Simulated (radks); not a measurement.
Question: All-electron atom: the neon ion Ne7+ in [He] 2s1. Method: scalar-relativistic Kohn-Sham, LDA (Slater exchange, Perdew-Wang correlation), spin-polarised, spherical densities, finite nucleus; open shells are filled with parallel spins first; Fermi nuclear charge, rms radius 3.0055 fm; computed with a radial shooting solver on a logarithmic mesh with Libxc functionals. Some entries of the table are withheld. Estimate them.

orbital  occ.  eigenvalue (hartree)  <1/r> (bohr^-1)
1s up       1             -39.79880              (1)
1s down     1             -39.71249              (2)
2s up       1                   (3)            2.153
2s down     0                   (4)            2.137

Answer: 
(1) 1s up <1/r> (bohr^-1): 9.644
(2) 1s down <1/r> (bohr^-1): 9.645
(3) 2s up eigenvalue (hartree): -8.27825
(4) 2s down eigenvalue (hartree): -7.89750
